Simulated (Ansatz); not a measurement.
`COCBCl` + H₂ → `BCOC` + HCl at 500 K and 1 bar (hydrogenolysis of a B–Cl bond).

Calculated with Ansatz (gas phase, PBE0-D4/def2-TZVP geometries, no zero-point term in ΔE). CCSD(T)/CBS is the MP2 limit (def2-TZVPP, def2-QZVPP) plus CCSD(T) − MP2 in def2-TZVPP, frozen cores. This one scheme is used for every species. Each species was taken in one conformer, which may not be the lowest.

| species | CCSD(T)/CBS energy (Eh) | H − E (kJ/mol) | S (J/(mol·K)) |
| --- | --- | --- | --- |
| `COCBCl` | -639.46921 | 262.4 | 396.0 |
| H₂ | -1.17544 | 41.0 | 145.5 |
| `BCOC` | -180.23463 | 274.0 | 358.8 |
| HCl | -460.38127 | 32.5 | 201.9 |

H − E and S are ideal-gas, rigid-rotor, harmonic terms from PBE0-D4/def2-TZVP, for one conformer and one mirror image of each species. For small species the MP2-based limit differs from directly extrapolated CCSD(T) by up to some mEh (0.8 for H₂); such offsets cancel only in part. 1 Eh = 2625.50 kJ/mol, R = 8.31446 J/(mol·K).

Question: By hand: ΔE, ΔH, ΔS and ΔG.

Answer: ΔE = (-180.23463) + (-460.38127) − (-639.46921) − (-1.17544) = 0.02875 Eh = 75.5 kJ/mol. Δ(H − E) = 274.0 + 32.5 − 262.4 − 41.0 = 3.1, so ΔH = 78.6 kJ/mol. ΔS = 358.8 + 201.9 − 396.0 − 145.5 = 19.2 J/(mol·K). ΔG = 78.6 − 500 × (19.2)/1000 = 69.0 kJ/mol.

Question: By hand: the equilibrium constant, and the temperature at which ΔG would vanish if ΔH and ΔS stayed fixed.

Answer: log₁₀ K = −ΔG/(RT ln 10) = -7.2. ΔG = 0 at ΔH/ΔS = 4094 K, far beyond where these terms or the molecules hold.

ΔH outweighs TΔS. A doubt of 5 kJ/mol in ΔE shifts log₁₀ K by 0.5 here. Other conformers and mirror images would add mixing entropy, several J/(mol·K) or more a flexible species. These are equilibria of isolated gas molecules and say nothing of rates. Largest T1 diagnostic: 0.011 (customary marks: 0.02 for closed shells, 0.045 for open ones).
